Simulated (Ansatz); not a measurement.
`[CH3][Ge]([F])([SiH3])[Cl]` + HCl → `[CH3][Ge]([SiH3])([Cl])[Cl]` + H–F  (ligand exchange at a Ge–F bond)

Computed with Ansatz on PBE0-D4/def2-TZVP structures; ΔE is electronic, products minus reactants. CBS: MP2 limit from def2 TZ/QZ plus the TZ coupled-cluster correction, frozen cores. This one scheme is used for every species. Functionals use def2-TZVPP. B3LYP here is the variant with VWN-RPA as its local correlation; programs differ in this. HSE06 is defined as in plane-wave codes. For Ge outer-core shells are correlated without core-valence functions, which leaves a few kJ/mol of doubt a bond. Scalar relativity is left out up to krypton.

```csv
level,ΔE (kJ/mol),difference from CCSD(T)/CBS
LDA (SPW92),-13.0,4.4
PBE-D4,-15.0,2.4
revPBE-D4,-17.2,0.2
BLYP-D4,-9.1,8.3
r2SCAN-D4,-9.9,7.5
B97M-V,-5.3,12.1
PBE0-D4,-19.1,-1.7
B3LYP-D4,-12.0,5.4
r2SCAN0-D4,-15.1,2.3
BHLYP-D4,-14.1,3.3
CAM-B3LYP-D4,-5.4,12.0
ωB97X-V,-8.1,9.3
ωB97M-V,-11.7,5.7
B2PLYP,-8.5,8.9
PBE-QIDH,-18.6,-1.2
revPBE,-8.8,8.6
BLYP,0.5,17.9
r2SCAN,-8.7,8.7
PBE0,-14.7,2.7
B3LYP,-3.9,13.5
r2SCANh,-10.8,6.6
r2SCAN0,-13.6,3.8
HSE06,-15.3,2.1
BHLYP,-6.0,11.4
CAM-B3LYP,-0.5,16.9
LC-ωPBE,-5.8,11.6
RPA@PBE/def2-TZVPP,-9.2,8.2
HF/def2-SVP,-3.0,14.4
MP2/def2-SVP,-4.4,13.0
CCSD/def2-SVP,0.1,17.5
CCSD(T)/def2-SVP,-0.3,17.1
HF/def2-TZVPP,-4.6,12.8
MP2/def2-TZVPP,-21.2,-3.8
CCSD/def2-TZVPP,-11.7,5.7
CCSD(T)/def2-TZVPP,-13.4,4.0
HF/def2-QZVPP,-2.6,14.8
SCS-MP2/def2-QZVPP,-15.2,2.2
HF/CBS(def2),-2.3,15.1
MP2/CBS(def2),-25.1,-7.7
CCSD/CBS(def2),-15.7,1.7
CCSD(T)/CBS,-17.4,0
```

Largest T1 diagnostic among the species: 0.011.

Leaving LDA and LC-ωPBE aside and taking each functional with its dispersion term where it has one, the values, not all of them listed here, spread over 14.3 kJ/mol, from HSE06-D4 to B97M-V. From BLYP to BHLYP (50 % exact exchange), in def2-TZVPP and without D4, ΔE moves by −6.6 kJ/mol.
